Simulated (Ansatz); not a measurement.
Computed with Ansatz on PBE0-D4/def2-TZVP structures; ΔE is electronic, products minus reactants. CCSD(T)/CBS is the MP2 limit (def2-TZVPP, def2-QZVPP) plus CCSD(T) − MP2 in def2-TZVPP, frozen cores. This one scheme is used for every species. DFT in def2-TZVPP. For Zn outer-core shells are correlated without core-valence functions, which leaves a few kJ/mol of doubt a bond. Scalar relativity is left out up to krypton. Each species was taken in one conformer, which may not be the lowest.

Consider the formal exchange of groups at a Zn–N bond: `[NH2][Zn][OH]` + BH₃ → `[BH2][Zn][OH]` + NH₃.

| level | ΔE (kcal/mol) |
| --- | --- |
| BHLYP-D4 | 4.0 |
| BLYP | 2.0 |
| HF/def2-TZVPP | 5.8 |
| CCSD/CBS(def2) | 4.4 |

(1) What does CCSD(T)/CBS give? (Best estimate.)

Largest T1 diagnostic among the species: 0.017.

Answers

(1) Ansatz gave: +4.3 kcal/mol. The listed levels differ from it by -0.3, -2.3, 1.5, 0.1 kcal/mol.

Leaving LDA and LC-ωPBE aside and taking each functional with its dispersion term where it has one, the values, not all of them listed here, spread over 3.7 kcal/mol, from PBE-D4 to B2PLYP. From BLYP to BHLYP (50 % exact exchange), in def2-TZVPP and without D4, ΔE moves by +2.0 kcal/mol.
